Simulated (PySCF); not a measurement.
Species: C6H12O2S.
Atom-mapped SMILES: `[CH3:1][C@@H:2]([CH:3]1[CH2:4][CH2:5]1)[S:6]([CH3:7])(=[O:8])=[O:9]` (hydrogens: H10, H11, H12 on C1; H13 on C2; H14 on C3; H15, H16 on C4; H17, H18 on C5; H19, H20, H21 on C7)

Theory: PBE0-D3(BJ)/def2-SVP geometry optimisation, gas phase (PySCF).

(1) Give the optimised bond lengths and angles.

Results:

(1) 
| bond | length (Å) | order |
| --- | --- | --- |
| C1–C2 | 1.521 | single |
| C2–C3 | 1.504 | single |
| C3–C4 | 1.502 | single |
| C4–C5 | 1.498 | single |
| C2–S6 | 1.819 | single |
| S6–C7 | 1.784 | single |
| S6=O8 | 1.464 | double |
| S6=O9 | 1.463 | double |
| C3–C5 | 1.500 | single |
| C1–H10, C1–H11, C1–H12 | 1.099 | single |
| C2–H13 | 1.103 | single |
| C3–H14 | 1.095 | single |
| C4–H15 | 1.093 | single |
| C4–H16 | 1.094 | single |
| C5–H17 | 1.093 | single |
| C5–H18 | 1.094 | single |
| C7–H19, C7–H20, C7–H21 | 1.097 | single |

Bonds in one row agree within 0.01 Å and their mean is given. Orders are formal, as drawn. A selection of angles:
| angle | degrees |
| --- | --- |
| C2–C1–H10 | 110.9 |
| C2–C1–H11 | 110.1 |
| H10–C1–H11 | 108.5 |
| H10–C1–H12 | 109.2 |
| C1–C2–C3 | 113.5 |
| C1–C2–S6 | 106.0 |
| C1–C2–H13 | 110.5 |
| C3–C2–S6 | 110.4 |
| C3–C2–H13 | 111.2 |
| S6–C2–H13 | 104.7 |
| C2–C3–C4 | 121.3 |
| C2–C3–C5 | 119.4 |
| C2–C3–H14 | 113.0 |
| C4–C3–C5 | 59.9 |
| C4–C3–H14 | 116.8 |
| C5–C3–H14 | 116.8 |
| C3–C4–C5 | 60.0 |
| C3–C4–H15 | 118.2 |
| C3–C4–H16 | 118.0 |
| C5–C4–H15 | 118.7 |
| C5–C4–H16 | 117.5 |
| H15–C4–H16 | 114.1 |
| C4–C5–H17 | 118.7 |
| C4–C5–H18 | 117.7 |
| C3–C5–C4 | 60.1 |
| C3–C5–H17 | 118.0 |
| C3–C5–H18 | 117.8 |
| H17–C5–H18 | 114.2 |
| C2–S6–C7 | 106.2 |
| C2–S6–O8 | 107.3 |
| C2–S6–O9 | 107.6 |
| C7–S6–O8 | 107.6 |
| C7–S6–O9 | 107.1 |
| O8–S6–O9 | 120.3 |
| S6–C7–H19 | 109.5 |
| S6–C7–H21 | 104.1 |
| H19–C7–H20 | 112.1 |
| H19–C7–H21 | 110.2 |

Torsions: C1–C2–C3–C4 -151° (antiperiplanar); C2–C3–C4–C5 108° (anticlinal); C1–C2–S6–C7 174° (antiperiplanar); C2–C3–C5–C4 -111° (anticlinal).

The 2 C–S bonds span 1.784 Å (S6–C7, drawn single) to 1.819 Å (C2–S6, drawn single), a spread of 0.035 Å. The 5 C–C bonds span 1.498 Å (C4–C5, drawn single) to 1.521 Å (C1–C2, drawn single), a spread of 0.023 Å. S6 (sulfonyl sulfur) is distorted tetrahedral (angles from 106.2° to 120.3°). The 3-membered ring C3–C4–C5 has internal angles of 59.9° to 60.1°. Of the pairs four or more bonds apart, C4···H20 is among the closest relative to their van der Waals radii: 2.79 Å, 96 % of the sum of Bondi's values.

Point group: C1 (no symmetry element, even within 0.4 Å). Not checked by PBE0-D3(BJ)/def2-SVP frequencies. One conformer, not necessarily the lowest.
